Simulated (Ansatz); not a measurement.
Consider the formal exchange of groups at a Ti–F bond: `[F][Ti]([F])([F])[F]` + `C=C(S)I` → `[F][Ti]([F])([F])[I]` + `C=C(F)S`.

Isolated molecules relaxed with PBE0-D4/def2-TZVP in Ansatz; ΔE leaves out vibrations. CCSD(T)/CBS adds triple-zeta CCSD(T) − MP2 to the extrapolated MP2 energy (def2 sets, frozen cores). DFT in def2-TZVPP. def2 core potentials past Kr. For I, Ti outer-core shells are correlated without core-valence functions, which leaves a few kJ/mol of doubt a bond. Scalar relativity is left out up to krypton. Each species was taken in one conformer, which may not be the lowest.

| species | CAM-B3LYP energy (Eh) |
| --- | --- |
| `[F][Ti]([F])([F])[F]` | -1249.27174 |
| `C=C(S)I` | -773.89277 |
| `[F][Ti]([F])([F])[I]` | -1447.09549 |
| `C=C(F)S` | -576.04872 |

Question: Work out ΔE.

Answer: ΔE = (-1447.09549) + (-576.04872) − (-1249.27174) − (-773.89277) = 0.02030 Eh = +12.7 kcal/mol. CCSD(T)/CBS gives +15.2 kcal/mol.

Largest T1 diagnostic among the species: 0.023, so the coupled-cluster value is less sure than usual.

At CCSD(T), def2-SVP lies −2.7 kcal/mol from the extrapolated value and def2-TZVPP −0.5 kcal/mol. In def2-TZVPP, CCSD(T) changes the Hartree–Fock value by +3.6 kcal/mol (the triples alone add −0.9 kcal/mol) and MP2 by +5.0 kcal/mol. Leaving LDA and LC-ωPBE aside and taking each functional with its dispersion term where it has one, the values, not all of them listed here, spread over 3.0 kcal/mol, from r2SCAN0-D4 to revPBE-D4. LDA lies −1.8 kcal/mol from PBE without D4.
